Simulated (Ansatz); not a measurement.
`[BH2][Al]1[CH2][NH]1` + H₂ → `[CH2]1[NH][AlH]1` + BH₃ at 600 K and 1 bar (hydrogenolysis of the Al–B bond).

Isolated molecules relaxed with PBE0-D4/def2-TZVP in Ansatz; ΔE leaves out vibrations. CCSD(T)/CBS is the MP2 limit (def2-TZVPP, def2-QZVPP) plus CCSD(T) − MP2 in def2-TZVPP, frozen cores. This one scheme is used for every species.

```tsv
species	CCSD(T)/CBS energy (Eh)	H − E (kJ/mol)	S (J/(mol·K))
`[BH2][Al]1[CH2][NH]1`	-362.48517	213.5	408.8
H₂	-1.17544	43.9	150.8
`[CH2]1[NH][AlH]1`	-337.12157	164.8	328.5
BH₃	-26.55200	91.5	217.3
```

H − E and S are ideal-gas, rigid-rotor, harmonic terms from PBE0-D4/def2-TZVP. The MP2-based limit puts H₂ 0.8 mEh under its directly extrapolated value; such offsets cancel only in part. 1 Eh = 2625.50 kJ/mol, R = 8.31446 J/(mol·K).

Question: By hand: ΔE, ΔH, ΔS and ΔG.

Answer: ΔE = (-337.12157) + (-26.55200) − (-362.48517) − (-1.17544) = -0.01296 Eh = -34.0 kJ/mol. Δ(H − E) = 164.8 + 91.5 − 213.5 − 43.9 = -1.1, so ΔH = -35.1 kJ/mol. ΔS = 328.5 + 217.3 − 408.8 − 150.8 = -13.8 J/(mol·K). ΔG = -35.1 − 600 × (-13.8)/1000 = -26.8 kJ/mol.

Question: By hand: the equilibrium constant, and the temperature at which ΔG would vanish if ΔH and ΔS stayed fixed.

Answer: log₁₀ K = −ΔG/(RT ln 10) = 2.3. ΔG = 0 at ΔH/ΔS = 2543 K, far beyond where these terms or the molecules hold.

The number of gas molecules stays the same, so ΔS is small and ΔH decides. A doubt of 5 kJ/mol in ΔE shifts log₁₀ K by 0.4 here. Modes under 60 cm⁻¹, often nearly free rotors, make the harmonic entropy too high. These are equilibria of isolated gas molecules and say nothing of rates. Largest T1 diagnostic: 0.016 (customary marks: 0.02 for closed shells, 0.045 for open ones).
